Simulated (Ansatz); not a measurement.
`N[SiH2]O[SiH2]N` + `OC(F)[SiH2][SiH3]` → `N[SiH2]C(O)F` + `N[SiH2]O[SiH2][SiH3]`  (redistribution)

Isolated molecules relaxed with PBE0-D4/def2-TZVP in Ansatz; ΔE leaves out vibrations. CBS: MP2 limit from def2 TZ/QZ plus the TZ coupled-cluster correction, frozen cores. Functionals use def2-TZVPP. One conformer a species, not always the lowest.

| level | ΔE (kcal/mol) | difference from CCSD(T)/CBS |
| --- | --- | --- |
| r2SCAN-D4 | 2.0 | -0.9 |
| ωB97M-V | 2.2 | -0.7 |
| PBE | 2.3 | -0.6 |
| r2SCAN | 2.3 | -0.6 |
| HF/def2-TZVPP | 5.9 | 3.0 |
| MP2/def2-TZVPP | 2.9 | 0.0 |
| CCSD/def2-TZVPP | 3.5 | 0.6 |
| SCS-MP2/def2-QZVPP | 3.4 | 0.5 |
| HF/CBS(def2) | 6.2 | 3.3 |
| CCSD/CBS(def2) | 3.5 | 0.6 |
| CCSD(T)/CBS | 2.9 | 0 |

Largest T1 diagnostic among the species: 0.013.

In def2-TZVPP, CCSD(T) changes the Hartree–Fock value by −3.0 kcal/mol (the triples alone add −0.6 kcal/mol) and MP2 by −3.0 kcal/mol. The D4 term adds −2.1 kcal/mol with B3LYP and −1.2 kcal/mol with PBE0; it sums over pairs of atoms, weighted by their polarisabilities, and B3LYP, whose exchange is more repulsive, gets the larger term.

B3LYP here is the variant with VWN-RPA as its local correlation; programs differ in this.
